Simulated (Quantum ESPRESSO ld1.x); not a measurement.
Ni8+, 20 electrons, occupied as [Ar] 3d2. Calculated with ld1.x of Quantum ESPRESSO 7.5: scalar-relativistic Kohn-Sham, LDA (Slater exchange, VWN5 correlation), spin-polarised, spherical densities, point nucleus; open shells are filled with parallel spins first. Some entries of the table are withheld. Estimate them.

orbital,occ.,eigenvalue (eV),<r^2> (bohr^2)
1s up,1,-8383.799,0.003949
1s down,1,-8383.775,0.003949
2s up,1,-1174.067,0.07095
2s down,1,-1172.004,0.07079
2p up,3,(1),(2)
2p down,3,(3),(4)
3s up,1,(5),0.5453
3s down,1,(6),0.5486
3p up,3,-242.565,0.5687
3p down,3,-239.203,0.5734
3d up,2,-177.696,0.5702
3d down,0,-174.157,0.5796

Answer. 
(1) 2p up eigenvalue (eV): -1037.956
(2) 2p up <r^2> (bohr^2): 0.05695
(3) 2p down eigenvalue (eV): -1036.369
(4) 2p down <r^2> (bohr^2): 0.05678
(5) 3s up eigenvalue (eV): -283.386
(6) 3s down eigenvalue (eV): -279.986
